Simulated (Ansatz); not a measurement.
SiTe₂⁺. Charge 1, multiplicity 4. Geometry B3LYP-D4/def2-TZVP; atoms count from 1.

```
atom   x (Å)   y (Å)   z (Å)
 Si1   1.069   0.054  -0.242
 Te2  -0.168  -1.157   1.484
 Te3  -0.901   1.103  -1.242
```

In the def2 sets Te takes a core potential; there is no spin–orbit coupling. At PBE0-D4/def2-TZVP a doublet of charge 1 lies 1.35 eV below the quartet, each at its own geometry. The structure comes from a short search, and lower isomers may exist.

(1) Estimate the Mulliken populations from the PBE0/def2-TZVP orbitals of Ansatz.

(2) Where does the spin sit?

(3) And the Mayer bond orders between bonded heavy atoms (over 0.3)?

Answers

(1) 
```csv
atom,charge (e),spin (α − β)
Si1,0.25,-0.03
Te2,0.38,1.51
Te3,0.38,1.51
```
Mulliken values and Mayer orders depend strongly on the basis.

(2) Summed by element: Si -0.03, Te 3.03, of 3 unpaired in all. Largest on single atoms: Te2 1.51, Te3 1.51, Si1 -0.03.

(3) Si1–Te2 1.45 (2.44 Å); Si1–Te3 1.45 (2.44 Å). Values over 0.3 also appear between atoms too far apart for a bond (Te2–Te3 0.54 at 3.62 Å); they arise where an orbital or an unpaired electron spreads over both atoms.
